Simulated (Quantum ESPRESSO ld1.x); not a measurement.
Values are calculated unless marked as measured or tabulated.
Tm3+, 66 electrons, occupied as [Xe] 4f10 6s1 6p1 (not the ground configuration).

Code: ld1.x of Quantum ESPRESSO 7.5. Model: scalar-relativistic Kohn-Sham, PBE, spin-unpolarised, spherical densities, point nucleus.

Energy parts (hartree):
| part | energy |
|---|---|
| total | -13564.065 |
| kinetic | 14746.403 |
| electron-nucleus | -33203.319 |
| Hartree | 5175.511 |
| exchange-correlation | -282.659 |

Orbitals (lengths in bohr, moments of r in powers of bohr; r(90%) holds 90 % of the orbital's charge):
orbital  occ.  eigenvalue (hartree)  r(90%)
1s          2              -2181.07  0.0363
2s          2              -369.828   0.131
2p          6              -326.752   0.123
3s          2              -84.9258   0.324
3p          6              -71.8854   0.330
3d         10              -55.7926   0.311
4s          2              -18.5207   0.712
4p          6              -14.2163   0.764
4d         10              -8.50002   0.847
4f         10              -2.19549    1.14
5s          2              -3.69015    1.66
5p          6              -2.59051    1.92
6s          1              -1.08185    3.81
6p          1              -0.82287    4.49

The highest occupied level is 6p at -22.391 eV. Summed over all electrons, <r^2> = 47.22 bohr^2, which gives a Langevin (diamagnetic) susceptibility term of -37.4 x 10^-6 cm^3/mol.
